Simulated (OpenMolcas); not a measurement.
Pt6+ (d4) among equal point charges was computed by CASSCF with the d shell active (OpenMolcas, ANO-RCC-VDZP on the metal). Its lowest spin-free states, and all those of the highest spin:

```json
{"2S+1": "5", "Degeneracy": "3", "E (cm-1)": "0.0"}
{"2S+1": "5", "Degeneracy": "2", "E (cm-1)": "2488"}
{"2S+1": "3", "Degeneracy": "3", "E (cm-1)": "19727"}
{"2S+1": "3", "Degeneracy": "3", "E (cm-1)": "20712"}
{"2S+1": "3", "Degeneracy": "3", "E (cm-1)": "21819"}
{"2S+1": "3", "Degeneracy": "2", "E (cm-1)": "22648"}
{"2S+1": "3", "Degeneracy": "3", "E (cm-1)": "24187"}
{"2S+1": "3", "Degeneracy": "3", "E (cm-1)": "24489"}
{"2S+1": "3", "Degeneracy": "3", "E (cm-1)": "25646"}
{"2S+1": "3", "Degeneracy": "1", "E (cm-1)": "26008"}
{"2S+1": "3", "Degeneracy": "3", "E (cm-1)": "26245"}
{"2S+1": "3", "Degeneracy": "2", "E (cm-1)": "27083"}
```

Q: Is the site octahedral, tetrahedral or cube-like, axial, or of lower symmetry?

A: The states with 2S+1 = 5 have orbital degeneracies 3, 2. Threefold states need a cubic site. For d4 at this spin an octahedron puts the twofold E below the threefold T2 and a tetrahedron or cube puts the threefold T2 below the twofold E, so the site is a tetrahedron or a cube, which this pattern cannot tell apart. The first gap at this spin, 2490 cm-1, is |10Dq| in ligand-field theory. The run had Pt6+ among 4 point charges of -2.5 e arranged as a tetrahedron (Td), 2.08 Å from the ion.

Spin-orbit coupling mixes the spin-free states strongly: the lowest level takes only 40 % from its leading state, 5T2. Without dynamic correlation the repulsion within the d shell is too large (B by tens of per cent), so at a given field states of lower spin stand too high. Point charges give a weaker field than real ligands, and real ions of this kind are as a rule low spin; the high spin found here belongs to the model. The ground term spreads over less than 5000 cm-1, several times less than with real ligands, so orbital moments are less quenched and χT lies further from the spin-only value than at real sites. This is an electrostatic model: the charges have no orbitals. No measured value stands beside these numbers.
